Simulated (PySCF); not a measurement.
CH3Te, SMILES C[Te], multiplicity 2.

Geometry optimised at PBE-D3(BJ)/def2-TZVP. The isomer is the one that the SMILES or the coordinates give; other isomers of the formula were not compared. The def2 effective core potentials stand for the cores of Te; spin–orbit coupling is left out.

Method: PBE-D3(BJ)/def2-TZVP run with PySCF.

Frequencies are harmonic and unscaled.

Q: Estimate the vibrational spectrum. (An estimate is asked for; the answer gives what the named calculation found.)

A: 
```json
[
 {"mode": "1", "ν (cm⁻¹)": "417", "IR (km/mol)": "19.9", "moving atoms (share of kinetic energy)": "H 84 %, C 16 %"},
 {"mode": "2", "ν (cm⁻¹)": "515", "IR (km/mol)": "3.8", "moving atoms (share of kinetic energy)": "C 75 %, H 14 %, Te 10 %"},
 {"mode": "3", "ν (cm⁻¹)": "743", "IR (km/mol)": "4.1", "moving atoms (share of kinetic energy)": "H 87 %, C 12 %"},
 {"mode": "4", "ν (cm⁻¹)": "1198", "IR (km/mol)": "8.2", "moving atoms (share of kinetic energy)": "H 86 %, C 14 %"},
 {"mode": "5", "ν (cm⁻¹)": "1300", "IR (km/mol)": "3.4", "moving atoms (share of kinetic energy)": "H 98 %"},
 {"mode": "6", "ν (cm⁻¹)": "1407", "IR (km/mol)": "10.7", "moving atoms (share of kinetic energy)": "H 94 %"},
 {"mode": "7", "ν (cm⁻¹)": "2991", "IR (km/mol)": "4.2", "moving atoms (share of kinetic energy)": "H 98 %"},
 {"mode": "8", "ν (cm⁻¹)": "3081", "IR (km/mol)": "4.5", "moving atoms (share of kinetic energy)": "H 91 %, C 9 %"},
 {"mode": "9", "ν (cm⁻¹)": "3088", "IR (km/mol)": "0.3", "moving atoms (share of kinetic energy)": "H 91 %, C 9 %"}
]
```
